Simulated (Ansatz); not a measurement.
Reaction (cleavage of the Ge–Sn bond): `[Cl][SnH]([Cl])[GeH3]` + `OC(F)F` → `FC(F)[O][GeH3]` + `[Cl][SnH2][Cl]`

Program: Ansatz. Geometries: PBE0-D4/def2-TZVP. ΔE: electronic, gas phase. CCSD(T)/CBS is the MP2 limit (def2-TZVPP, def2-QZVPP) plus CCSD(T) − MP2 in def2-TZVPP, frozen cores. Functionals use def2-TZVPP. def2 core potentials past Kr. For Ge, Sn outer-core shells are correlated without core-valence functions, which leaves a few kJ/mol of doubt a bond. Scalar relativity is left out up to krypton. Each species was taken in one conformer, which may not be the lowest.

CCSD(T)/CBS gives +31.0 kJ/mol.

(1) Another level gave +29.5 kJ/mol. Which?
A. PBE-D4/def2-TZVPP
B. ωB97X-V/def2-TZVPP
C. RPA@PBE/def2-TZVPP
D. r2SCANh-D4/def2-TZVPP

Largest T1 diagnostic among the species: 0.012.

Results:

(1) D. r2SCANh-D4 29.5, ωB97X-V 20.0, RPA@PBE/def2-TZVPP 15.4, PBE-D4 39.5 kJ/mol.

At CCSD(T), def2-SVP lies −11.0 kJ/mol from the extrapolated value and def2-TZVPP −9.6 kJ/mol. Leaving LDA and LC-ωPBE aside and taking each functional with its dispersion term where it has one, the values, not all of them listed here, spread over 28.0 kJ/mol, from B97M-V to PBE-D4. From BLYP to BHLYP (50 % exact exchange), in def2-TZVPP and without D4, ΔE moves by −7.9 kJ/mol.

CCSD(T)/CBS has its own doubt, a few kJ/mol and more with outer-core shells, so smaller differences from it don't rank the levels.
